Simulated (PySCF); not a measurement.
OSn, charge -1, doublet, geometry from GFN2-xTB (such geometries of metal compounds can be far from the true shape) (a state made from the parent by changing its charge; the spin is typed, not shown lowest) (core potentials on Sn) (in this run its highest filled SCF level lies above zero, so its values depend strongly on the basis, on diffuse functions most of all). Base run: B3LYP/def2-SVP (PySCF).

Here is a job for PySCF.
```python
from pyscf import gto, scf, dft, solvent

mol = gto.Mole()
mol.atom = '''
    Sn   -0.00000000   -0.00000000   -0.26680010
    O     0.00000000    0.00000000    1.66750065
'''
mol.basis = 'def2-svp'
mol.ecp = {'Sn': 'def2-svp'}
mol.charge = -1
mol.spin = 1
mol.verbose = 4
mol.build()

mf = dft.UKS(mol)
mf.xc = 'b3lyp'
mf.kernel()
```

Each row names what was changed in the base input (with any setting that the change needs).

```
change                                                       ΔE vs base (kJ/mol)
-----------------------------------------------------------  -------------------
base                                                                        0.00
model = IEF-PCM; solvent = methanol                                       -253.8
model = IEF-PCM; solvent = tetrahydrofuran                                -225.0
model = ddCOSMO; solvent = acetonitrile                                   -248.6
model = IEF-PCM; solvent = acetonitrile; vdw_scale = 1.1                  -269.2
model = IEF-PCM; solvent = acetonitrile                                   -254.6
model = IEF-PCM; solvent = 2-propanol                                     -247.9
model = IEF-PCM; solvent = acetonitrile; vdw_scale = 1.0                  -282.4
model = COSMO; solvent = acetonitrile                                     -251.3
model = SS(V)PE; solvent = acetonitrile                                   -251.4
model = C-PCM; solvent = acetonitrile                                     -254.9
model = IEF-PCM; solvent = acetonitrile; lebedev_order = 11               -251.3
```

The base is the gas phase, so ΔE is the electrostatic part of solvation at a fixed geometry, without cavity and dispersion terms.

Open shells are given as the SCF converged; they aren't shown to be the lowest states, and a large step between rows can be another state.

The gas-phase anion may not be bound at this level, which the solvent then changes.
